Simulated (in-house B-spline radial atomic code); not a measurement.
Results of a calculation; reference values are marked as such.
**Cu ion on Ti atom: potential, deflection and energy transfer**

The pair potential comes from two frozen, spherical free-atom densities (PBE, B-spline radial code, scalar-relativistic past argon): electrostatics plus the change in Thomas-Fermi kinetic and Dirac exchange energy where they overlap, the recipe behind the universal ZBL potential, which averages such potentials (from solid-state densities) over many pairs. It is written V = (Z1 Z2 e²/r) φ(r/a), with e² = 14.3996 eV·Å and a = 0.46850 Å/(Z1^0.23 + Z2^0.23); ZBL's fit is φ = 0.18175 e^(−3.1998x) + 0.50986 e^(−0.94229x) + 0.28022 e^(−0.4029x) + 0.02817 e^(−0.20162x). Where φ falls below 4e-4 it is continued as an exponential.

Masses 63.55 and 47.87 u.

```csv
x = r/a,"φ, this pair","φ, ZBL"
0.1,0.895,0.8928
0.5,0.6268,0.6096
1.5,0.3162,0.2995
3,0.1406,0.1292
5,0.05575,0.05224
8,0.01808,0.01705
12,0.004726,0.00474
17,0.001209,0.001212
```

(1) At x = 5 the electrostatic, kinetic and exchange parts are -124.15, 1141.53 and -97.84 eV. Find r, V and φ.

(2) The ion comes in at 1.919 keV with impact parameter 0.2228 Å. The scattering integral gives a centre-of-mass angle of 121.3° and a closest approach of 5.417 a. What are the reduced energy, the energy passed on and the laboratory angles?

## Answers

(1) a = 0.46850/(2.1695 + 2.0359) = 0.11141 Å, so r = 0.55703 Å. V = -124.15 + 1141.53 + (-97.84) = 919.54 eV. The bare repulsion is 29 × 22 × 14.3996/0.55703 = 16493 eV, so φ = 0.0558, +6.7 % against ZBL's 0.0522. The kinetic (Pauli) term is 124 % of V here, as the other two terms together attract.

(2) ε = E a M2/(Z1 Z2 e² (M1 + M2)) = 1919 × 5.2100e-06 = 0.01. The most that one collision can pass on is γE with γ = 4 M1 M2/(M1 + M2)² = 0.9802. Here T = γE sin²(θ/2) = 0.9802 × 1919 × 0.7595 = 1429 eV. The ion turns by arctan(sin θ/(cos θ + M1/M2)) = 46.6°, and the struck atom leaves at (180° − θ)/2 = 29.4°. The closest approach is 0.603 Å. With ZBL the angle would be 119.98° and T = 1411 eV.
